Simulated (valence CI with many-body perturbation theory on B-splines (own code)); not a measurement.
**From CI to CI+MBPT in Ca VII**

Computed by configuration interaction combined with many-body perturbation theory (CI+MBPT): four valence electrons over a frozen Dirac-Fock core [Ne], radial functions for each j: 11 s, 11 p, 9 d, 7 f, 5 g, 2 h, 1 i, with the one-electron correlation potential Σ1, the two-electron term Σ2, the three-electron term Σ3, Breit, model QED; selected CI, second order for the rest, scaled by the run's own slope (own B-spline code, finite nucleus).

Set against measurement, 17 paired levels are off by 86 cm⁻¹ on average, the worst by 312. These come from a selection out of Sugar and Corliss, J. Phys. Chem. Ref. Data 8, 865 (1979). Levels without a partner in it may be off by more.

Each rung adds one term. CI alone is the Dirac-Coulomb CI over the frozen core; QED comes last and gives the full result, which names the levels. Energies are above 3s2.3p2 3P_0 on the same rung, in eV.

Names give the largest LS component (configuration and term), which can be under half, so a name can repeat, a term be missing and a line seem to break the LS rules; names also repeat where a configuration has a term twice.

```csv
Level,CI alone,Σ1,Σ2,Σ3,Breit,QED,Full
3s2.3p2 3P_1,0.205,+0.0029,+0.0011,+0.0002,-0.0080,+0.0006,0.202
3s2.3p2 3P_2,0.516,+0.0066,+0.0018,+0.0002,-0.0201,+0.0012,0.506
3s2.3p2 1D_2,2.758,+0.0116,-0.0229,-0.0081,-0.0179,+0.0011,2.722
3s2.3p2 1S_0,6.165,+0.0173,-0.0506,-0.0212,-0.0160,+0.0008,6.095
3s.3p3 5S°_2,14.071,-0.0139,+0.1388,+0.0194,-0.0108,-0.0193,14.185
3s.3p3 3D°_1,19.819,-0.0016,+0.0537,+0.0106,-0.0122,-0.0172,19.852
3s.3p3 3D°_2,19.828,-0.0014,+0.0532,+0.0106,-0.0132,-0.0172,19.860
3s.3p3 3D°_3,19.872,-0.0005,+0.0531,+0.0107,-0.0194,-0.0170,19.899
3s.3p3 3P°_0,23.014,+0.0057,-0.0004,-0.0015,-0.0128,-0.0171,22.988
3s.3p3 3P°_1,23.021,+0.0059,-0.0003,-0.0014,-0.0158,-0.0170,22.993
3s.3p3 3P°_2,23.024,+0.0061,0.0000,-0.0011,-0.0170,-0.0169,22.995
3s.3p3 1D°_2,25.309,+0.0095,-0.0462,+0.0066,-0.0281,-0.0104,25.241
3s.3p3 3S°_1,30.907,+0.0172,-0.4379,-0.0117,-0.0097,-0.0206,30.445
3s2.3p.3d 3F°_2,30.828,+0.0166,-0.0523,-0.0256,-0.0313,+0.0007,30.736
3s2.3p.3d 3F°_3,31.013,+0.0199,-0.0521,-0.0255,-0.0409,+0.0012,30.916
3s2.3p.3d 3F°_4,31.270,+0.0244,-0.0517,-0.0253,-0.0530,+0.0020,31.167
3s.3p3 1P°_1,31.683,+0.0259,-0.3087,-0.0198,-0.0218,-0.0168,31.342
3s2.3p.3d 3P°_2,35.836,+0.0281,-0.2895,-0.0469,-0.0308,-0.0030,35.494
3s2.3p.3d 3P°_1,36.048,+0.0305,-0.2637,-0.0475,-0.0386,-0.0009,35.727
3s2.3p.3d 3P°_0,36.141,+0.0314,-0.2609,-0.0472,-0.0395,-0.0005,35.824
3s2.3p.3d 1D°_2,36.342,+0.0302,-0.3750,-0.0435,-0.0381,-0.0066,35.909
3s2.3p.3d 3D°_1,37.001,+0.0281,-0.3439,-0.0516,-0.0353,-0.0013,36.598
3s2.3p.3d 3D°_2,37.082,+0.0299,-0.3432,-0.0516,-0.0405,-0.0010,36.676
3s2.3p.3d 3D°_3,37.133,+0.0311,-0.3449,-0.0519,-0.0454,-0.0009,36.721
3s2.3p.3d 1F°_3,40.699,+0.0432,-0.3218,-0.0769,-0.0458,+0.0015,40.299
3s2.3p.3d 1P°_1,41.783,+0.0462,-0.3212,-0.0845,-0.0393,-0.0013,41.383
3p4 3P_2,42.948,-0.0038,-0.0162,+0.0128,-0.0153,-0.0316,42.894
3p4 3P_1,43.257,+0.0005,-0.0125,+0.0127,-0.0264,-0.0306,43.201
3p4 3P_0,43.376,+0.0020,-0.0120,+0.0126,-0.0297,-0.0304,43.318
3p4 1D_2,44.225,+0.0026,-0.0155,+0.0154,-0.0237,-0.0321,44.172
3s.3p2.3d 5F_1,44.944,-0.0041,+0.0749,-0.0061,-0.0244,-0.0194,44.965
```

The middle columns are the shifts that each term adds.

Task: How does the ionisation energy move along the ladder, and which term matters most?

Result: CI alone 127.10, + Σ1 127.55, + Σ2 127.40, + Σ3 127.34, + Breit 127.31, + QED 127.31 eV. The largest step is Σ1, 0.45 eV. NIST lists 127.21 ± 0.25 eV (semi-empirical).
